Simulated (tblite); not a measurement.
Compound: C₉H₃N₃.
Atom-mapped SMILES: `[CH2:1]=[C:2]=[C:3]=[CH:4][C:5]([C:6]#[N:7])=[C:8]([C:9]#[N:10])[C:11]#[N:12]` (hydrogens: H13, H14 on C1; H15 on C4)

Cartesian coordinates in Å at the GFN2-xTB level; atoms count from 1:
```xyz
15
C9H3N3 angstrom
C      3.4721   -1.7790   -0.1540
C      2.4514   -0.9606   -0.0620
C      1.4855   -0.1700    0.0325
C      0.4359    0.6425    0.1175
C     -0.8637    0.2478   -0.3316
C     -1.0086   -1.0556   -0.8742
N     -1.1084   -2.1104   -1.3078
C     -1.9688    1.0627   -0.2622
C     -3.2363    0.6414   -0.7167
N     -4.2721    0.3139   -1.0822
C     -1.9022    2.3676    0.2680
N     -1.8412    3.4284    0.6997
H      3.3544   -2.7662   -0.5705
H      4.4556   -1.4912    0.1810
H      0.5421    1.6367    0.5350
```

The geometry is computed with GFN2-xTB (gas phase).

Take the most abundant isotopes and a rigid rotor. The values belong to one conformer with, in the numbering `[CH2:1]=[C:2]=[C:3]=[CH:4][C:5]([C:6]#[N:7])=[C:8]([C:9]#[N:10])[C:11]#[N:12]`, C3–C4–C5–C6 0°.

(1) What are A, B and C (cm⁻¹)?

(2) Classify the top.

(3) What does the inertial defect say?

(4) Where do the levels up to J = 4 lie, in MHz?

Results:

(1) Ia = 303.89, Ib = 896.96, Ic = 1200.84 u·Å²; 505379 MHz·u·Å²/I gives 1663, 563.4 and 420.9 MHz, that is A = 0.05547, B = 0.01879, C = 0.01404 cm⁻¹.

(2) An asymmetric top; Ray's κ = -0.770.

(3) Planar: Δ = Ic − Ia − Ib = 0.00 u·Å². For a rigid frame Δ = −2 Σ m c², so it vanishes when all atoms lie in the ab plane; here none is more than 0.01 Å from it.

(4) Above 0(0,0):
J = 1: 1(0,1) 984, 1(1,1) 2084, 1(1,0) 2226
J = 2: 2(0,2) 2940, 2(1,2) 3910, 2(1,1) 4338, 2(2,1) 7636, 2(2,0) 7649
J = 3: 3(0,3) 5842, 3(1,3) 6641, 3(1,2) 7496, 3(2,2) 10589, 3(2,1) 10653, 3(3,1) 16451, 3(3,0) 16452
J = 4: 4(0,4) 9655, 4(1,4) 10269, 4(1,3) 11690, 4(2,3) 14516, 4(2,2) 14704, 4(3,2) 20413, 4(3,1) 20418, 4(4,1) 28587, 4(4,0) 28587

Its GFN2-xTB frequencies are all real (lowest 44 cm⁻¹). Constants of a rigid frame at the computed geometry: no zero-point averaging, no centrifugal distortion.

On one thread, Arm Neoverse V1 (aarch64), shared host with 32 logical CPUs at a one-minute load of 7.1, this took 1.1 s. This is the geometry optimisation.
